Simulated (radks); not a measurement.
Q: Species: the caesium anion Cs-. Configuration: [Xe] 6s2. Calculated with a radial shooting solver on a logarithmic mesh with Libxc functionals: scalar-relativistic Kohn-Sham, LB94 model potential, spin-polarised, spherical densities, finite nucleus; Fermi nuclear charge, rms radius 4.8041 fm; Watson sphere of charge +1 and radius 4.53 bohr. Some entries of the table are withheld. Estimate them.

orbital  occ.  eigenvalue (hartree)  <r> (bohr)
1s          2             -1321.485     0.02607
2s          2             -207.9575      0.1119
2p          6             -186.7698         (1)
3s          2             -43.64596      0.2987
3p          6             -36.80290      0.2964
3d         10             -26.72071      0.2727
4s          2              -8.32929      0.6953
4p          6              -6.15397      0.7401
4d         10              -2.98343      0.8339
5s          2              -1.15073         (2)
5p          6              -0.64974       2.065
6s          2              -0.19251       4.951

A: 
(1) 2p <r> (bohr): 0.09795
(2) 5s <r> (bohr): 1.717
